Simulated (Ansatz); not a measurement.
Geometry optimisation, RHF/def2-mTZVP (Ansatz).

The input (input.yaml):

```yaml
crystal:
  periodic: [false, false, false]
  atoms:
    - { symbol: O, position_ang: [-1.498, 0.6004, 1.6569] }
    - { symbol: C, position_ang: [-0.53, 1.3084, 0.8912] }
    - { symbol: Si, position_ang: [-0.3144, 0.7626, -0.9069] }
    - { symbol: C, position_ang: [-0.1718, -0.9687, -1.2149] }
    - { symbol: Si, position_ang: [1.1724, -1.5389, -0.3307] }
    - { symbol: H, position_ang: [-1.2317, -0.2438, 1.8184] }
    - { symbol: H, position_ang: [-0.7646, 2.3758, 0.8866] }
    - { symbol: H, position_ang: [0.4495, 1.2449, 1.4457] }
    - { symbol: H, position_ang: [0.818, 1.5352, -1.51] }
    - { symbol: H, position_ang: [-0.1874, -1.2091, -2.2546] }
    - { symbol: H, position_ang: [-1.1771, -1.4845, -0.8889] }
    - { symbol: H, position_ang: [2.35917, -1.95274, -1.13922] }
    - { symbol: H, position_ang: [0.78866, -2.59745, 0.65334] }
basis:
  gaussian: { orbitals: def2-mTZVP }
hamiltonian:
  xc: hf
relax:
  f_tol: 0.015
  max_steps: 40
```

Run as:

```bash
$ ansatz run input.yaml --threads 2 --pin off --max-ram 3072MiB --backend cpu --events-out ev --progress --plain --runs-dir out
```

Question: Where does it end, and by what steps?

Answer: It converged. After 18 steps the energy has fallen by 3.420 eV; H7 moved furthest, 0.93 Å. Joined: Si3–Si5.

```csv
step,energy less start (eV),largest force component (eV/Å),accepted
0,0.0000,6.540,yes
1,-1.5670,3.737,yes
2,-2.5407,2.065,yes
3,-3.0104,1.326,yes
4,-3.2511,0.935,yes
5,-3.3434,0.360,yes
6,-3.2735,1.136,no
7,-3.3735,0.123,yes
8,-3.3878,0.176,yes
9,-3.4018,0.363,yes
10,-3.3946,0.388,no
11,-3.4117,0.088,yes
12,-3.4080,0.243,no
13,-3.4151,0.039,yes
14,-3.4175,0.032,yes
15,-3.4187,0.087,yes
16,-3.4197,0.059,yes
17,-3.4198,0.017,yes
18,-3.4199,0.008,yes
```

```xyz
13
Properties=species:S:1:pos:R:3
O -1.238 0.355 1.753
C -0.619 1.301 0.904
Si 0.412 0.487 -0.472
C -0.368 -0.950 -1.431
Si 1.078 -1.679 -0.428
H -0.582 -0.086 2.271
H -1.421 1.877 0.457
H -0.018 2.004 1.474
H 1.146 1.480 -1.278
H -0.297 -0.952 -2.508
H -1.353 -1.253 -1.106
H 2.250 -2.144 -1.186
H 0.723 -2.607 0.657
```

Whether the end is a true minimum wasn't checked by a vibrational analysis.

Time of the run: 37 s on 2 threads of Arm Neoverse V2, with other jobs on the host, peak memory 0.29 GiB.
